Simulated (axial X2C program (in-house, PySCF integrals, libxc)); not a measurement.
## Levels of LaCl⁻ by electron attachment to LaCl (EOM-EA-CCSD)

Calculated with an in-house all-electron X2C program for linear molecules (integrals from PySCF): two-component X2C with atomic mean-field Coulomb and Gaunt terms, Gaussian nuclei, basis La dyall-cv3z, Cl dyall-av3z with contracted cores.

R = 2.553 Å (near the PBE0 minimum at charge 0 of the determinant lowest at the starting distance; the state shown can have its own minimum elsewhere, which is not the closed-shell reference).

Hartree–Fock spinors of LaCl (one of each Kramers pair; a window near the gap, which can cut inner shells):

```json
{"ω": "3/2", "occupied": "yes", "ε (eV)": "-28.67", "character": "99% La p"}
{"ω": "1/2", "occupied": "yes", "ε (eV)": "-27.24", "character": "46% Cl s, 41% La p, 4% La d"}
{"ω": "1/2", "occupied": "yes", "ε (eV)": "-12.74", "character": "83% Cl p, 10% La d, 3% La p"}
{"ω": "1/2", "occupied": "yes", "ε (eV)": "-12.26", "character": "85% Cl p, 6% La d, 4% La f"}
{"ω": "3/2", "occupied": "yes", "ε (eV)": "-12.17", "character": "85% Cl p, 6% La d, 4% La f"}
{"ω": "1/2", "occupied": "yes", "ε (eV)": "-5.40", "character": "69% La s, 15% La d, 6% La p"}
{"ω": "1/2", "occupied": "no", "ε (eV)": "0.17", "character": "80% La p, 17% La d"}
{"ω": "3/2", "occupied": "no", "ε (eV)": "0.24", "character": "84% La p, 14% La d"}
{"ω": "1/2", "occupied": "no", "ε (eV)": "0.30", "character": "69% La p, 23% La d, 4% La s"}
{"ω": "3/2", "occupied": "no", "ε (eV)": "0.73", "character": "98% La d"}
{"ω": "5/2", "occupied": "no", "ε (eV)": "0.78", "character": "98% La d"}
{"ω": "1/2", "occupied": "no", "ε (eV)": "1.29", "character": "64% La s, 17% La p, 10% La d"}
```

Levels of LaCl⁻ obtained by attaching an electron to LaCl:

| Ω | binding energy (eV) | above lowest (cm⁻¹) | attached spinor | one-particle weight |
| --- | --- | --- | --- | --- |
| 3/2 | 0.661 | 0 | 96% La dδ | 0.86 |
| 5/2 | 0.542 | 957 | 99% La dδ | 0.86 |
| 1/2 | 0.503 | 1273 | 44% La pπ, 41% La dπ, 6% La pσ | 0.90 |
| 3/2 | 0.364 | 2390 | 52% La pπ, 43% La dπ | 0.90 |
| 1/2 | 0.293 | 2966 | 48% La pσ, 31% La dσ | 0.92 |
| 1/2 | -0.423 | 8738 | 50% La pπ, 34% La dπ | 0.91 |
| 3/2 | -0.499 | 9352 | 48% La pπ, 36% La dπ | 0.91 |
| 1/2 | -1.032 | 13654 | 60% La sσ, 25% La pσ, 7% Cl pσ | 0.96 |
| 1/2 | -1.179 | 14837 | 69% La pσ, 20% La sσ, 8% La dσ | 0.96 |

(1) Take the first Ω = 1/2 and Ω = 3/2 rows of π character: how far apart are they, and which lies lower?

Negative binding energies belong to unbound states, resonances or levels that the basis set holds; within some tenths of an eV of zero the sign is not settled.

This point took 41 s on 1 thread of Arm Neoverse V1, on a shared host.

Reference electrons by ω block (each with its −ω partner): 1/2: 25, 3/2: 10, 5/2: 2. 18 electrons of LaCl correlated (inner shells frozen), 84 natural virtual spinors (a truncated set); levels can be off by some tenths of an eV. Roots sought by Ω: (1/2: 5, 3/2: 4, 5/2: 2, 7/2: 1); the list ends where they run out and leaves out roots under 60 % one-particle weight. The solver can skip a root, and states that need a further excitation, which the method places far too high, are missing though they may lie low or lowest. T1 of the reference 0.019 (Lee–Taylor). Number of frozen shells: La 4 s, 3 p, 2 d; Cl 2 s, 1 p. The closed-shell reference lies 0.22 eV above the lowest PBE0 determinant.

Answers

(1) E(3/2) − E(1/2) = 2390 − 1273 = 1117 cm⁻¹ at EOM-EA-CCSD: regular, Ω = 1/2 lower. Splittings at this level can be off by ten to twenty per cent.
